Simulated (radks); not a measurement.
All-electron atom: Dy XIII in [Kr] 4d10 4f6 5s2.

Calculated with a radial shooting solver on a logarithmic mesh with Libxc functionals: Dirac Kohn-Sham, exchange-only PBE, spin-unpolarised, spherical densities, finite nucleus; open shells fill j = l - 1/2 first; Fermi nuclear charge, rms radius 5.2218 fm.

Energy parts (hartree):
total: -12120.7939
kinetic: 13301.3480
electron-nucleus: -29424.9754
Hartree: 4255.5734
exchange: -252.7399

Orbitals (lengths in bohr, moments of r in powers of bohr; r(max) is where P^2 peaks):
| orbital | occ. | eigenvalue (hartree) | <r> | <r^4> | r(max) | <1/r> | small-component weight |
|---|---|---|---|---|---|---|---|
| 1s1/2 | 2 | -1978.121 | 0.02112 | 9.919e-07 | 0.01337 | 74.55 | 6.07e-02 |
| 2s1/2 | 2 | -336.4161 | 0.08923 | 0.0001553 | 0.07621 | 17.86 | 1.35e-02 |
| 2p1/2 | 2 | -320.4068 | 0.07437 | 0.00009555 | 0.05740 | 17.84 | 1.35e-02 |
| 2p3/2 | 4 | -290.9963 | 0.08143 | 0.0001279 | 0.06342 | 15.62 | 1.25e-02 |
| 3s1/2 | 2 | -81.59200 | 0.2341 | 0.005952 | 0.2157 | 6.525 | 4.31e-03 |
| 3p1/2 | 2 | -74.60180 | 0.2237 | 0.005374 | 0.2031 | 6.442 | 4.25e-03 |
| 3p3/2 | 4 | -68.49238 | 0.2371 | 0.006676 | 0.2157 | 5.878 | 3.96e-03 |
| 3d3/2 | 4 | -56.46489 | 0.2096 | 0.004758 | 0.1708 | 5.759 | 3.84e-03 |
| 3d5/2 | 6 | -55.13103 | 0.2137 | 0.005088 | 0.1744 | 5.619 | 3.75e-03 |
| 4s1/2 | 2 | -22.82893 | 0.5249 | 0.1395 | 0.4926 | 2.756 | 1.41e-03 |
| 4p1/2 | 2 | -20.05406 | 0.5337 | 0.1550 | 0.4953 | 2.654 | 1.33e-03 |
| 4p3/2 | 4 | -18.64718 | 0.5622 | 0.1900 | 0.5214 | 2.464 | 1.23e-03 |
| 4d3/2 | 4 | -14.05171 | 0.5852 | 0.2456 | 0.5240 | 2.266 | 1.07e-03 |
| 4d5/2 | 6 | -13.78878 | 0.5946 | 0.2609 | 0.5323 | 2.221 | 1.04e-03 |
| 4f5/2 | 6 | -8.18375 | 0.6555 | 0.4936 | 0.5057 | 1.858 | 7.55e-04 |
| 4f7/2 | 0 | -8.13774 | 0.6603 | 0.5066 | 0.5095 | 1.843 | 7.46e-04 |
| 5s1/2 | 2 | -8.82172 | 1.111 | 2.594 | 1.060 | 1.229 | 4.28e-04 |

The highest occupied level is 4f5/2 at -222.69 eV. Summed over all electrons, <r^2> = 13.65 bohr^2, which gives a Langevin (diamagnetic) susceptibility term of -10.8 x 10^-6 cm^3/mol. The electron density at the nucleus is 7.407e+05 e/bohr^3. The density falls to 0.001 e/bohr^3 at r = 2.18 bohr. For comparison, the ionisation energy in NIST's Atomic Spectra Database is 259 eV (theoretical). In exact Kohn-Sham theory the highest level is minus the ionisation energy, but local and semilocal functionals leave it too shallow, through self-interaction and a potential that decays too fast; potentials with the right tail come closer.

Beside tabulated values, note that spin-unpolarised runs miss the spin-polarisation part of the exchange energy of open shells.
